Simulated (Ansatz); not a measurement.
Strength of the Ga–H bond: C2H8GaN → C2H7GaN + H

Species: C2H8GaN `C[CH2][GaH][NH2]`, singlet; C2H7GaN `C[CH2][Ga][NH2]`, doublet; H atom, doublet. 

Shapes, held fixed at every level: PBE0-D4/def2-TZVP. Flexible molecules stand in one conformer, not always the lowest. Programs: Ansatz 0.2.0. Electronic energies: no zero-point or thermal term.

Question: Estimate ΔE of this reaction.

Answer: The highest level, CCSD(T)/def2-TZVPP, gives ΔE = +359.2 kJ/mol; the levels span +338.8 to +364.0. The column of differences is taken from that level and isn't an error. No measured value is set beside it here. Open shells run unrestricted unless RO is named. Relativity is left out for Ga unless named. Correlated rows may include outer-core shells of Ga, which these sets cover unevenly.

```
               level                    kind  ΔE (kJ/mol)  less CCSD(T)/def2-TZVPP
   PBE-D4/def2-TZVPP                     GGA       +338.8                    -20.4
r2SCAN-D4/def2-TZVPP                meta-GGA       +345.5                    -13.7
 B3LYP-D4/def2-TZVPP           global hybrid       +352.2                     -7.0
  PBE0-D4/def2-TZVPP           global hybrid       +344.0                    -15.2
  wB97M-V/def2-TZVPP  range-separated hybrid       +358.3                     -0.9
  wB97X-V/def2-TZVPP  range-separated hybrid       +364.0                     +4.8
     CCSD/def2-TZVPP   coupled cluster or CI       +359.2                      0.0
  CCSD(T)/def2-TZVPP   coupled cluster or CI       +359.2                      0.0
```
